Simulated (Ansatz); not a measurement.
Input for Ansatz (a quantum-chemistry and plane-wave program):
Ansatz 0.2 input:
```yaml
crystal:
  periodic: [false, false, false]
  atoms:
    - {symbol: Ge, position_ang: [-0.00000000, -0.00000000, -1.55418152]}
    - {symbol: Te, position_ang: [0.00000000, 0.00000000, 0.95641940]}
basis:
  gaussian:
    orbitals: def2-SV_P_.json
hamiltonian:
  xc: {name: wB97X}
total_charge: 1
magnetization: {spin_polarized: true, initial_magnetization: 1}
```
The basis file holds def2-SV(P) in the JSON format of the Basis Set Exchange.

Problem. What <S^2> does Ansatz with WB97X/def2-SV(P) give?

Solution. 0.756

Problem. What number of basis functions does WB97X/def2-SV(P) give?

Solution. 58

Problem. Estimate the total energy that WB97X/def2-SV(P) returns for this input.

Solution. -2344.540865 Ha

Problem. Roughly what does it cost on one core?

Solution. very roughly 15 core-seconds.
